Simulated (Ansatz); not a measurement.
ClFH4O2Si2, SMILES `O[SiH](F)O[SiH2]Cl`, relaxed with RKS PBE-D4/def2-SVP in Ansatz 0.2.0 from a rough embedded geometry. The force threshold is 0.03 eV/Å; the program also tests the step.

The species carries charge 0 and has multiplicity 1.

Start:

```xyz
10

O    -0.282   -0.676   -2.494
Si    0.035   -0.945   -0.915
F     1.591   -1.403   -0.763
O    -0.238    0.471   -0.011
Si   -0.110    0.873    1.553
Cl   -0.658    2.863    1.605
H     0.422   -0.074   -2.918
H    -0.895   -1.979   -0.408
H     1.239    0.773    2.031
H    -1.103    0.097    2.319
```

| step | energy (eV) | largest force (eV/Å) | largest move (Å) |
| --- | --- | --- | --- |
| 1 | -35125.8752 | 1.931 | 0.000 |
| 2 | -35126.0539 | 0.925 | 0.081 |
| 3 | -35126.0940 | 0.223 | 0.036 |
| 4 | -35126.1095 | 0.178 | 0.124 |
| 5 | -35126.1151 | 0.200 | 0.050 |
| 6 | -35126.1195 | 0.116 | 0.078 |
| 7 | -35126.1199 | 0.427 | 0.196 |
| 8 | -35126.1307 | 0.041 | 0.077 |
| 9 | -35126.1333 | 0.068 | 0.070 |
| 10 | -35126.1352 | 0.461 | 0.196 |
| 11 | -35126.1438 | 0.221 | 0.057 |
| 12 | -35126.1521 | 0.216 | 0.111 |
| 13 | -35126.1654 | 0.146 | 0.196 |
| 14 | -35126.1785 | 0.243 | 0.200 |
| 15 | -35126.1925 | 0.207 | 0.196 |
| 16 | -35126.2150 | 0.222 | 0.195 |
| 17 | -35126.2283 | 0.214 | 0.196 |
| 18 (rejected) | -35126.2279 | 0.236 | 0.157 |
| 19 | -35126.2381 | 0.106 | 0.076 |
| 20 | -35126.2425 | 0.110 | 0.100 |
| 21 | -35126.2443 | 0.183 | 0.054 |
| 22 | -35126.2461 | 0.076 | 0.052 |
| 23 | -35126.2474 | 0.010 | 0.027 |
| 24 | -35126.2475 | 0.048 | 0.064 |
| 25 | -35126.2477 | 0.043 | 0.017 |
| 26 | -35126.2479 | 0.033 | 0.012 |
| 27 | -35126.2480 | 0.016 | 0.014 |

End:

```xyz
10

O    -0.484   -0.085   -2.047
Si    0.079   -1.163   -0.930
F     1.699   -1.324   -1.040
O    -0.231   -0.642    0.632
Si   -0.102    0.759    1.515
Cl    0.202    2.360    0.190
H    -0.297    0.853   -1.842
H    -0.563   -2.478   -1.152
H     1.080    0.712    2.430
H    -1.383    1.009    2.243
```

It took 43 s on 4 threads of a server CPU on a shared host, with 0.17 GiB of host memory at the peak.
